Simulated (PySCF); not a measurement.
## First hyperpolarisability: SMILES N#CC=C=CC#N, C5H2N2

Molfile (atoms numbered from 1):
```
C5H2N2
     RDKit          3D

  9  8  0  0  0  0  0  0  0  0999 V2000
   -3.1422    1.0140   -0.5441 N   0  0  0  0  0  0  0  0  0  0  0  0
   -2.2801    0.3056   -0.2619 C   0  0  0  0  0  0  0  0  0  0  0  0
   -1.2391   -0.5903    0.1078 C   0  0  0  0  0  0  0  0  0  0  0  0
   -0.0263   -0.4926   -0.3601 C   0  0  0  0  0  0  0  0  0  0  0  0
    1.1870   -0.4293   -0.8327 C   0  0  0  0  0  0  0  0  0  0  0  0
    2.2176    0.3210   -0.2020 C   0  0  0  0  0  0  0  0  0  0  0  0
    3.0714    0.9178    0.2874 N   0  0  0  0  0  0  0  0  0  0  0  0
   -1.4866   -1.3821    0.8111 H   0  0  0  0  0  0  0  0  0  0  0  0
    1.4429   -0.9641   -1.7445 H   0  0  0  0  0  0  0  0  0  0  0  0
  1  2  3  0
  2  3  1  0
  3  4  2  0
  4  5  2  0
  5  6  1  0
  6  7  3  0
  3  8  1  0
  5  9  1  0
M  END
```

Computed, not measured: PySCF 2.14.0, quadratic response CAM-B3LYP/def2-TZVPD first hyperpolarisability, Taylor convention, gas phase. Geometry: PBE0-D3(BJ)/def2-TZVP.

Q: What is the first hyperpolarisability, and how does it disperse?

A: In 10⁻³⁰ esu, Taylor convention; the vector part is βᵢ = ⅓ Σⱼ (βᵢⱼⱼ + βⱼᵢⱼ + βⱼⱼᵢ); β∥ is 3/5 of the vector part along the dipole, the dipole points from − to +:
| process | λ (nm) | β vector norm | β∥ | β HRS | depolarisation ratio |
| --- | --- | --- | --- | --- | --- |
| static β(0;0,0) | ∞ | 0.22 | -0.13 | 0.12 | 2.93 |
| second harmonic β(−2ω;ω,ω) | 1907 | 0.24 | -0.14 | 0.12 | 3.13 |
| Pockels β(−ω;ω,0) | 1907 | 0.23 | -0.14 | – | – |
| second harmonic β(−2ω;ω,ω) | 1064 | 0.29 | -0.18 | 0.14 | 3.66 |
| Pockels β(−ω;ω,0) | 1064 | 0.24 | -0.15 | – | – |

Q: Which lowest excitations, dipole and polarisabilities go with it?

A: S1 5.35 eV (f = 0.001); S2 5.53 eV (f = 0.000); S3 6.44 eV (f = 0.129); dipole 4.14 D; isotropic α 72.8 au static, 73.2 au at 1907 nm, 73.9 au at 1064 nm, 74.1 au at 953.5 nm, 77.3 au at 532 nm.
